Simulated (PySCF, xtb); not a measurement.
C3H9FOSi, SMILES CCOC[SiH2]F.

xtb 6.7.1 with GFN2-xTB at its own geometry gives an orbital gap of 5.06 eV and a dipole moment of 2.12 D.

The structure is a stationary point at PBE0-D3(BJ)/def2-SVP. This is a generated structure with no PubChem entry under its InChIKey; it may be hypothetical. The values are those of a single conformer.

Question: What does PBE0/def2-TZVP in PySCF give? (An estimate is asked for; the answer gives what the named calculation found.)

Answer: gap 7.44 eV (levels -7.26 and 0.18 eV), dipole 1.78 D.
